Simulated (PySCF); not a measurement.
Method: B3LYP-D3(BJ)/def2-TZVP // BP86-D3(BJ)/def2-SVP (PySCF 2.14.0). Isolated molecules, 0 K electronic values unless said otherwise. One relaxed conformer stands for a flexible species; it need not be the lowest. B3LYP has the VWN-RPA correlation part, as in Gaussian. 

Reference species: [Nb(=O)(NH2)3] (neutral, multiplicity 1).

| Property | Value |
|---|---|
| LUMO | -0.76 eV |
| coordination number | 4 |

Changed species: [V(=O)(NH2)3] (M = V, oxo; the reference has M = Nb, oxo).

What does the change do to the LUMO and coordination number?

the LUMO decreases by 0.96 eV, to -1.72 eV; the coordination number stays essentially unchanged.
